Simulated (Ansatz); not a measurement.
**Exact exchange and the HOMO–LUMO gap of InSi2H7**

The species is InSi2H7 (10 atoms), meant as a singlet with charge 0. SMILES: `[SiH3][SiH2][InH2]`. The coordinates come from a PBE0-D4/def2-TZVP relaxation.

The HOMO–LUMO gap y, in eV, basis def2-SVP with a core potential; a is the functional's share of exact exchange. Programs: Ansatz 0.2.0.

| functional | program | a | y (eV) |
| --- | --- | --- | --- |
| PBE | Ansatz | 0 | 3.39 |
| BLYP | Ansatz | 0 | 3.29 |
| B3LYP | Ansatz | 0.2 | ? |
| r2SCAN0 | Ansatz | 0.25 | 5.38 |
| PBE0 | Ansatz | 0.25 | 5.10 |
| BHLYP | Ansatz | 0.5 | 6.64 |

Q: Fit y = c + s·a to the known rows and predict B3LYP.

A: 
1. Means of the 5 rows: a = 0.2000, y = 4.760.
2. Σ(Δa)² = 0.175, Σ(Δa·Δy) = 1.18, so the slope is 1.18/0.175 = 6.7429.
3. Intercept: 4.760 − (6.7429) × 0.2000 = 3.411. The largest residual of the fit is 0.28.
4. B3LYP: 3.411 + (6.7429) × 0.2 = 4.76 eV.

The run gave 4.65 eV, so the prediction is off by +0.11 eV, within the largest residual. Exact exchange lowers occupied levels and raises empty ones.
